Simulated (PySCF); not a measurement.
AlI$_{3}$ (SMILES [I][Al]([I])[I]), singlet, geometry from GFN2-xTB (such geometries of metal compounds can be far from the true shape) (all electrons, no relativity); PySCF with TPSS/STO-3G.

PySCF was given this input:
```python
from pyscf import gto, scf, dft

mol = gto.Mole()
mol.atom = '''
    Al   -0.00000000   -0.00000000   -0.00000000
    I    -2.05711704   -1.44131268   -0.05276184
    I     0.00659413    2.22306763   -1.17039456
    I     2.05052292   -0.78175495    1.22315640
'''
mol.basis = 'sto-3g'
mol.verbose = 4
mol.build()

mf = dft.RKS(mol)
mf.xc = 'tpss'
mf.kernel()
```

Output, abridged:

```
PySCF version 2.14.0

[INPUT] verbose = 4
[INPUT] num. atoms = 4
[INPUT] num. electrons = 172
[INPUT] charge = 0
[INPUT] spin (= nelec alpha-beta = 2S) = 0
[INPUT] symmetry False subgroup None
[INPUT] Mole.unit = angstrom
[INPUT] Symbol           X                Y                Z      unit          X                Y                Z       unit  Magmom
[INPUT]  1 Al     0.000000000000   0.000000000000   0.000000000000 AA    0.000000000000   0.000000000000   0.000000000000 Bohr   0.0
[INPUT]  2 I     -2.057117040000  -1.441312680000  -0.052761840000 AA   -3.887387811776  -2.723686225063  -0.099705427428 Bohr   0.0
[INPUT]  3 I      0.006594130000   2.223067630000  -1.170394560000 AA    0.012461099730   4.200988977086  -2.211725176081 Bohr   0.0
[INPUT]  4 I      2.050522920000  -0.781754950000   1.223156400000 AA    3.874926730943  -1.477302752023   2.311430603509 Bohr   0.0

nuclear repulsion = 1460.16007189057
number of shells = 38
number of NR pGTOs = 270
number of NR cGTOs = 90
basis = sto-3g
ecp = {}

******** <class 'pyscf.dft.rks.RKS'> ********
method = RKS
initial guess = minao
damping factor = 0
level_shift factor = 0
DIIS = <class 'pyscf.scf.diis.CDIIS'>
diis_start_cycle = 1
diis_space = 8
diis_damp = 0
SCF conv_tol = 1e-09
SCF conv_tol_grad = None
SCF max_cycles = 50
direct_scf = True
direct_scf_tol = 1e-13
XC library pyscf.dft.libxc version 7.1.2
    S. Lehtola, C. Steigemann, M. J. T. Oliveira, and M. A. L. Marques,  SoftwareX 7, 1–5 (2018)
XC functionals = tpss
    J. Tao, J. P. Perdew, V. N. Staroverov, and G. E. Scuseria,  Phys. Rev. Lett. 91, 146401 (2003)
    J. P. Perdew, J. Tao, V. N. Staroverov, and G. E. Scuseria,  J. Chem. Phys. 120, 6898 (2004)
    J. Tao, J. P. Perdew, V. N. Staroverov, and G. E. Scuseria,  Phys. Rev. Lett. 91, 146401 (2003)
    J. P. Perdew, J. Tao, V. N. Staroverov, and G. E. Scuseria,  J. Chem. Phys. 120, 6898 (2004)
radial grids:
    Treutler-Ahlrichs [JCP 102, 346 (1995); DOI:10.1063/1.469408] (M4) radial grids

becke partition: Becke, JCP 88, 2547 (1988); DOI:10.1063/1.454033
pruning grids: <function nwchem_prune>
grids dens level: 3
symmetrized grids: False
atomic radii adjust function: <function treutler_atomic_radii_adjust>
small_rho_cutoff = 0
Set gradient conv threshold to 3.16228e-05
Initial guess from minao.
tot grids = 85056
init E= -20732.6232669802
  HOMO = -0.793813504724743  LUMO = -0.540647394009455  gap/eV = 6.88900
cycle= 1 E= -20797.1013101548  delta_E= -64.5  |g|= 0.583  |ddm|= 2.56
  HOMO = -0.149318854138027  LUMO = -0.0837762446974927  gap/eV = 1.78351
cycle= 2 E= -20796.5962074974  delta_E= 0.505  |g|= 1.22  |ddm|= 3.67
  HOMO = -0.154340014821241  LUMO = 0.0100757407278252  gap/eV = 4.47398
cycle= 3 E= -20797.2836093566  delta_E= -0.687  |g|= 0.0314  |ddm|= 2.57
  HOMO = -0.157439014103112  LUMO = 0.00267691591719565  gap/eV = 4.35698
cycle= 4 E= -20797.2841610056  delta_E= -0.000552  |g|= 0.00839  |ddm|= 0.108
  HOMO = -0.157580918756563  LUMO = 0.00330185433805052  gap/eV = 4.37784
cycle= 5 E= -20797.2842020057  delta_E= -4.1e-05  |g|= 0.000491  |ddm|= 0.0211
  HOMO = -0.157612724424657  LUMO = 0.00333214610012389  gap/eV = 4.37953
cycle= 6 E= -20797.2842021232  delta_E= -1.18e-07  |g|= 5.01e-05  |ddm|= 0.000981
  HOMO = -0.157610908989256  LUMO = 0.00333855379504008  gap/eV = 4.37966
cycle= 7 E= -20797.2842021246  delta_E= -1.42e-09  |g|= 2.65e-06  |ddm|= 0.000137
  HOMO = -0.157611038108468  LUMO = 0.00333862710619295  gap/eV = 4.37966
cycle= 8 E= -20797.2842021246  delta_E= 7.64e-11  |g|= 1.24e-06  |ddm|= 1.74e-05
  HOMO = -0.157611078753227  LUMO = 0.00333864235249698  gap/eV = 4.37966
Extra cycle  E= -20797.2842021246  delta_E= -3.64e-11  |g|= 1.07e-06  |ddm|= 1.07e-05
converged SCF energy = -20797.2842021246
```
